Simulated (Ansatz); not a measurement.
Correlation energies of C2H7BFNS (`CB(S)C(N)F`) by basis set

```xyz
13

C    -1.221   -0.981    1.188
B    -0.005   -0.627    0.282
S     1.456   -1.648    0.294
C    -0.070    0.620   -0.710
N     1.165    1.250   -0.979
F    -1.039    1.541   -0.229
H    -1.107   -1.897    1.770
H    -2.131   -1.058    0.583
H    -1.407   -0.148    1.875
H     2.156   -0.920   -0.598
H    -0.484    0.263   -1.664
H     1.086    1.985   -1.668
H     1.600    1.619   -0.144
```

The species carries charge 0 and has multiplicity 1. The structure was optimised at the PBE0-D4/def2-TZVP level. It is one conformer, not always the lowest. Frozen core, restricted reference, Ansatz. CBS rows extrapolate triple and quadruple zeta; past MP2 they add the triple-zeta difference.

```tsv
basis	HF (Eh)	MP2 corr.
def2-TZVPP	-656.07239	-1.08488
def2-QZVPP	-656.09487	-1.16871
```

Q: Estimate the CCSD correlation energy and the (T) correction in each basis where they were run (hartree).

A: 
```tsv
basis	CCSD corr.	(T)
def2-TZVPP	-1.13548	-0.04525
CBS(def2)	-1.28141	as TZ
```
